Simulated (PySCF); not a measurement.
Ca⁺ (calcium, charge +1) across methods

[Ar] 4p1, 2P determinant (an excited configuration). All numbers are calculated (PySCF 2.14, the non-relativistic Hamiltonian (point nucleus), in def2-QZVPPD (11s6p4d3f, 70 functions)).

```json
{"method": "r2SCAN", "E (hartree)": "-677.206", "mean ε 3p α (eV)": "-36.854", "mean ε 3p β (eV)": "-36.797", "mean ε 4p α (eV)": "-6.990", "Σ⟨r²⟩ (bohr²)": "36.71", "⟨S²⟩": "0.750"}
{"method": "M06-L", "E (hartree)": "-677.230", "mean ε 3p α (eV)": "-36.821", "mean ε 3p β (eV)": "-36.794", "mean ε 4p α (eV)": "-6.874", "Σ⟨r²⟩ (bohr²)": "36.79", "⟨S²⟩": "0.750"}
{"method": "PW91", "E (hartree)": "-677.239", "mean ε 3p α (eV)": "-36.182", "mean ε 3p β (eV)": "-36.103", "mean ε 4p α (eV)": "-7.043", "Σ⟨r²⟩ (bohr²)": "36.37", "⟨S²⟩": "0.750"}
{"method": "wB97X", "E (hartree)": "-677.239", "mean ε 3p α (eV)": "-41.066", "mean ε 3p β (eV)": "-41.026", "mean ε 4p α (eV)": "-8.634", "Σ⟨r²⟩ (bohr²)": "37.41", "⟨S²⟩": "0.750"}
{"method": "LDA", "E (hartree)": "-675.397", "mean ε 3p α (eV)": "-36.150", "mean ε 3p β (eV)": "-36.072", "mean ε 4p α (eV)": "-6.957", "Σ⟨r²⟩ (bohr²)": "36.24", "⟨S²⟩": "0.750"}
{"method": "revPBE", "E (hartree)": "-677.144", "mean ε 3p α (eV)": "-36.084", "mean ε 3p β (eV)": "-36.017", "mean ε 4p α (eV)": "-7.032", "Σ⟨r²⟩ (bohr²)": "36.51", "⟨S²⟩": "0.750"}
{"method": "PBE", "E (hartree)": "-677.019", "mean ε 3p α (eV)": "-36.103", "mean ε 3p β (eV)": "-36.026", "mean ε 4p α (eV)": "-7.022", "Σ⟨r²⟩ (bohr²)": "36.40", "⟨S²⟩": "0.750"}
{"method": "UHF", "E (hartree)": "-676.46349", "mean ε 3p α (eV)": "-44.397", "mean ε 3p β (eV)": "-44.260", "mean ε 4p α (eV)": "-8.427", "Σ⟨r²⟩ (bohr²)": "38.77", "⟨S²⟩": "0.750"}
{"method": "PBE0", "E (hartree)": "-677.066", "mean ε 3p α (eV)": "-38.470", "mean ε 3p β (eV)": "-38.379", "mean ε 4p α (eV)": "-7.471", "Σ⟨r²⟩ (bohr²)": "36.76", "⟨S²⟩": "0.750"}
```
